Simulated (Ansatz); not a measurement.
**Question.** Predict a relaxed structure of B₇N₆⁺ (the lowest singlet isomer of a short search), charge 1, singlet, at PBE-D4/def2-SVP (Ansatz).

**Answer.** 
Cartesian coordinates in Å:
```
B 1.570 -0.960 2.105
B -0.797 1.250 -2.105
B -2.045 -1.488 0.969
B 1.504 1.629 -1.434
B -2.432 -0.173 -1.013
B 2.590 0.633 0.472
B 0.086 -1.639 2.264
N 2.433 -0.209 1.532
N -2.752 -1.025 -0.021
N 2.521 1.388 -0.585
N 0.426 1.767 -2.176
N -1.978 0.666 -1.919
N -1.128 -1.839 1.913
```
Point group C2v (tolerance 0.1 Å). This is one stationary point.

The structure comes from a short search, and lower isomers may exist.
